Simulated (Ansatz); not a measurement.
Relaxation of H$_{8}$O$_{2}$Si$_{2}$ (12 atoms, charge 0, multiplicity 1), to a largest force component of 0.03 eV/Å in at most 50 steps.

Theory: RKS revPBE/def2-SVP (Ansatz 0.2.0).

```xyz
12
Properties=species:S:1:pos:R:3
Si 0.109 0.094 0.052
H 0.060 0.112 1.530
H 1.517 0.246 -0.430
Si -1.214 1.922 -0.740
H -2.680 1.626 -0.533
H -0.891 3.200 -0.007
H -1.002 2.151 -2.215
O -0.565 -1.355 -0.567
H -1.503 -1.277 -0.811
O 1.298 -2.160 1.402
H 0.631 -2.526 0.785
H 0.736 -1.573 1.968
```

Question: Where does it end, and by what steps?

Answer: The forces met the threshold. After 13 steps the energy has fallen by 0.138 eV; H12 moved furthest, 0.86 Å.

| step | energy less start (eV) | largest force component (eV/Å) | accepted |
| --- | --- | --- | --- |
| 0 | 0.0000 | 0.680 | yes |
| 1 | -0.0668 | 0.443 | yes |
| 2 | -0.0455 | 0.618 | no |
| 3 | -0.0886 | 0.376 | yes |
| 4 | -0.1029 | 0.319 | yes |
| 5 | -0.1178 | 0.219 | yes |
| 6 | -0.0946 | 0.574 | no |
| 7 | -0.1280 | 0.100 | yes |
| 8 | -0.1339 | 0.042 | yes |
| 9 | -0.1343 | 0.416 | yes |
| 10 | -0.1324 | 0.320 | no |
| 11 | -0.1377 | 0.148 | yes |
| 12 | -0.1377 | 0.068 | no |
| 13 | -0.1383 | 0.015 | yes |

```xyz
12
Properties=species:S:1:pos:R:3
Si 0.028 0.281 0.147
H -0.126 0.402 1.643
H 1.471 0.394 -0.233
Si -1.252 2.003 -0.869
H -2.721 1.764 -0.610
H -0.889 3.353 -0.303
H -1.044 2.028 -2.362
O -0.523 -1.234 -0.440
H -1.491 -1.305 -0.516
O 1.424 -2.400 1.288
H 0.737 -2.412 0.588
H 0.883 -2.413 2.100
```

Whether the end is a true minimum wasn't checked by a vibrational analysis.

Run time: 17 s on 2 threads of Intel(R) Xeon(R) Platinum 8488C (Sapphire Rapids), on a shared host, peak memory 0.15 GiB.
